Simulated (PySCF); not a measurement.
A structure optimised at B3LYP-D3(BJ)/def2-TZVP, used in a PySCF frequency run:

```xyz
4

O     -0.1074    -1.6248     0.0000
C      0.0052    -0.3989     0.0000
S      0.0082     1.0989     0.0000
H      0.6974    -2.1907     0.0000
```
Charge +1, spin multiplicity 1.

Task: Write its SMILES, formula and point group.

Result: [OH+]=C=S, CHOS, Cs

Task: What are its rotational constants (standard atomic weights)?

Result: 786.95, 5.7659, 5.7240 GHz
